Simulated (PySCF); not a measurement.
Radial density of Pt⁺ (platinum, charge +1)

UHF, [Xe] 4f14 5d9, 2D determinant. Calculation: PySCF 2.14, in cc-pVDZ-PP with ECP60MDF (4s4p3d1f, 38 functions); scalar relativity through the core potential. This is the valence pseudo-density: the core potential removes the inner electrons and smooths the orbitals near the nucleus.

```csv
r (bohr),4πr²ρ (e/bohr),4πr²(ρα − ρβ)
0.125,6.633e-05,0.0000
0.210,0.001130,0.0001
0.353,0.07932,0.0022
0.593,3.939,0.0788
0.997,15.65,0.6259
1.68,6.995,0.5764
2.82,1.000,0.0974
4.75,0.03337,0.0016
7.98,9.370e-05,0.0000
```

Energies and moments cover only the electrons outside the core potential. Spin-orbit coupling, absent here, splits the open shell strongly. ⟨S²⟩ = 0.89 against 0.75 shows spin contamination.
